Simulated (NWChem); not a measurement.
C2H4ClFSi; SMILES C=C[SiH](F)Cl

```xyz
9

Si     0.3537    -0.0664     0.3363
F      1.9249    -0.3613     0.1346
Cl    -0.6630    -1.7065    -0.4140
C     -0.1514     1.4718    -0.5535
C     -0.6029     2.5322     0.1302
H      0.0738     0.0389     1.7841
H     -0.0877     1.5269    -1.6403
H     -0.6873     2.5259     1.2161
H     -0.9109     3.4543    -0.3597
```
Atoms are numbered in this order, from 1.

All runs: NWChem. Geometry optimised at B3LYP/6-31G*; all other runs use it. Pople sets run with spherical d functions.

```tsv
quantity	level	value
−ε(HOMO) (eV)	PBE/def2-SVP	7.29
anisotropy (bohr³), static	PBE/def2-SVPD	27.7
vertical, lowest excitation, singlet (eV)	PBE/def2-SVPD, TDA	5.61
cavity-dispersion-structure term (kcal/mol) in n-hexane	B3LYP/6-31G*, SMD	-1.1
dipole (D)	B3LYP/6-31G*	2.76
highest harmonic frequency (cm⁻¹)	B3LYP/6-31G*	3224
```
